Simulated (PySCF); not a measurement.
Field gradients at the hydrogen positions

C7H8N2.
Structure used (GFN2-xTB), in Å, numbered top down from 1:
```
atom  x, y, z in Å
C1     2.722   -0.368   -1.615
C2     1.956   -0.170   -0.718
C3     1.024    0.105    0.365
C4     1.510    1.245    1.115
N5     1.885    2.158    1.691
C6    -0.385    0.396   -0.170
C7    -1.462    0.414    0.926
N8    -1.812   -0.964    0.571
C9    -1.096   -0.858   -0.702
H10    3.394   -0.559   -2.397
H11    0.974   -0.762    1.036
H12   -0.364    1.258   -0.838
H13   -2.246    1.157    0.737
H14   -1.117    0.519    1.957
H15   -2.800   -1.185    0.522
H16   -1.725   -0.649   -1.575
H17   -0.466   -1.724   -0.916
```

Level: PBE0/pcSseg-1 (PySCF, non-relativistic); Q(2H) = 0.00286 b; rigid geometry, the same for H and D, with no vibrational averaging.

Question: Rank these positions by the coupling χzz of a deuteron there, largest first.
A. H12 (methine hydrogen)
B. H15 (N–H hydrogen)
C. H13 (methylene hydrogen)
D. H10 (alkyne hydrogen)
E. H11 (methine hydrogen)

Answer: B (271 kHz), D (266 kHz), A (202 kHz), C (198 kHz), E (190 kHz).

Question: Give the electric field gradient Vzz (the principal value of largest size), its asymmetry and the 2H coupling at each hydrogen.

Answer: 
```json
{"atom": "H10", "bonded to": "C1", "bond length (Å)": "1.049", "Vzz (au)": "0.3956", "η": "0.00", "χzz (kHz)": "266"}
{"atom": "H11", "bonded to": "C3", "bond length (Å)": "1.098", "Vzz (au)": "0.2821", "η": "0.03", "χzz (kHz)": "190"}
{"atom": "H12", "bonded to": "C6", "bond length (Å)": "1.091", "Vzz (au)": "0.3007", "η": "0.04", "χzz (kHz)": "202"}
{"atom": "H13", "bonded to": "C7", "bond length (Å)": "1.096", "Vzz (au)": "0.2940", "η": "0.03", "χzz (kHz)": "198"}
{"atom": "H14", "bonded to": "C7", "bond length (Å)": "1.093", "Vzz (au)": "0.2975", "η": "0.01", "χzz (kHz)": "200"}
{"atom": "H15", "bonded to": "N8", "bond length (Å)": "1.013", "Vzz (au)": "0.4033", "η": "0.15", "χzz (kHz)": "271"}
{"atom": "H16", "bonded to": "C9", "bond length (Å)": "1.096", "Vzz (au)": "0.2944", "η": "0.03", "χzz (kHz)": "198"}
{"atom": "H17", "bonded to": "C9", "bond length (Å)": "1.092", "Vzz (au)": "0.2983", "η": "0.01", "χzz (kHz)": "200"}
```

Question: Average by the element that carries the hydrogen.

Answer: on C: 208 kHz over 7 positions, mean bond length 1.088 Å; on N: 271 kHz over 1 position, mean bond length 1.013 Å.

Question: How does χzz go with the bond length over the 7 C–H bonds?

Answer: A straight-line fit has a slope of -14.9 kHz for each 0.01 Å, with a correlation coefficient of -1.00, over lengths from 1.049 to 1.098 Å. The longer bonds have the smaller couplings here.

Geometry: GFN2-xTB, one conformer, isolated molecule. GFN2-xTB bond lengths can be off by several hundredths of an ångström, more for odd bonds, and the gradients follow them. A larger basis could move these couplings by a tenth or more.
